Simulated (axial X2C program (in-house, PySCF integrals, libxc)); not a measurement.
**Testing model relations on TeH**

A bond curve at the CCSD(T) level, 2c, was computed with an in-house all-electron X2C program for linear molecules (integrals from PySCF) (basis Te dyall-cv3z [11s12p8d4f1g], H dyall-v3z [6s2p1d] (cores contracted in-house)) for the state Ω = 3/2 (⟨Sz⟩ = 0.50, ⟨Lz⟩ = 1.00 at HF). Its fit gives Re = 1.6564 Å, ωe = 2121.0 cm⁻¹, ωexe = 37 cm⁻¹ and αe = 1.659e-01 cm⁻¹; the masses are 129.9062 and 1.0078 u. Two-component means X2C with spin–orbit coupling and atomic mean-field Coulomb and Gaunt terms.

Correlated methods: 17 electrons correlated (number of frozen shells: Te 4 s, 3 p, 1 d; H none), 179 virtual spin orbitals or spinors in MP2, 110 natural virtuals in coupled cluster.

(1) Find the reduced mass, Be and the force constant.

(2) Scale the constants to the deuteride (D 2.0141 u) within the Born–Oppenheimer picture.

(3) Estimate the centrifugal constant by the Kratzer relation.

(4) A Morse curve ties αe to the other constants (Pekeris). How well does that hold?

(5) Where do the fundamental and the first overtone lie?

Occupations by symmetry block were frozen at the best pattern of an incomplete PBE0 search. CCSD and (T) use frozen natural virtuals with an MP2 correction for the truncation; (T) itself is uncorrected, so its De runs slightly low.

Answers

(1) From the CCSD(T) values: μ = 1.0000 u. Be = 16.8576/(μ Re²) = 6.144 cm⁻¹. k = 5.8918×10⁻⁷ μ ωe² = 2.65 mdyn/Å.

(2) ρ = √(μH/μD) = 0.7101; ωe = 1506.1, ωexe = 18.7, Be = 3.098 cm⁻¹; the zero-point energy falls by 303 cm⁻¹.

(3) D = 4Be³/ωe² = 2.06e-04 cm⁻¹.

(4) αe(Morse) = 6Be²/ωe × (√(ωexe/Be) − 1) = 1.553e-01 cm⁻¹; the CCSD(T) curve gives 1.659e-01 cm⁻¹, a ratio of 0.94.

(5) ν(1←0) = ωe − 2ωexe = 2047.0 cm⁻¹; ν(2←0) = 2ωe − 6ωexe = 4020.0 cm⁻¹.
